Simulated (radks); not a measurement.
Results of a calculation; reference values are marked as such.
Tc III, configuration [Kr] 4d5.

Code: a radial shooting solver on a logarithmic mesh with Libxc functionals. Model: Dirac Kohn-Sham, PBEsol, spin-unpolarised, spherical densities, finite nucleus; open shells fill j = l - 1/2 first; Fermi nuclear charge, rms radius 4.4112 fm.

Energy parts (eV):
part                       energy
total                 -116549.974
kinetic                121054.937
electron-nucleus      -281050.926
Hartree                 46869.509
exchange-correlation    -3423.494

Orbitals (lengths in bohr, moments of r in powers of bohr; <r^-3> diverges for s and p1/2; r(max) is where P^2 peaks):
orbital,occ.,eigenvalue (eV),<r^-3>,r(max),<r^2>,small-component weight
1s1/2,2,-20860.94,-,0.02229,0.001588,2.46e-02
2s1/2,2,-2989.517,-,0.1263,0.02634,5.07e-03
2p1/2,2,-2758.499,-,0.09816,0.01984,5.08e-03
2p3/2,4,-2640.355,2592,0.1021,0.02120,4.90e-03
3s1/2,2,-533.7379,-,0.3727,0.1978,1.37e-03
3p1/2,2,-444.9541,-,0.3596,0.1951,1.31e-03
3p3/2,4,-425.1923,439.6,0.3690,0.2051,1.27e-03
3d3/2,4,-267.9636,64.94,0.3097,0.1894,1.15e-03
3d5/2,6,-264.1636,61.76,0.3124,0.1926,1.14e-03
4s1/2,2,-89.3753,-,0.9493,1.269,3.20e-04
4p1/2,2,-63.4297,-,1.006,1.518,2.71e-04
4p3/2,4,-60.4727,65.84,1.031,1.599,2.60e-04
4d3/2,4,-22.5962,5.425,1.260,3.093,1.46e-04
4d5/2,1,-22.2880,5.120,1.271,3.153,1.44e-04

The highest occupied level is 4d5/2 at -22.288 eV. Summed over all electrons, <r^2> = 31.19 bohr^2, which gives a Langevin (diamagnetic) susceptibility term of -24.7 x 10^-6 cm^3/mol. The density falls to 0.001 e/bohr^3 at r = 3.54 bohr. The electron density at the nucleus is 9.998e+04 e/bohr^3.
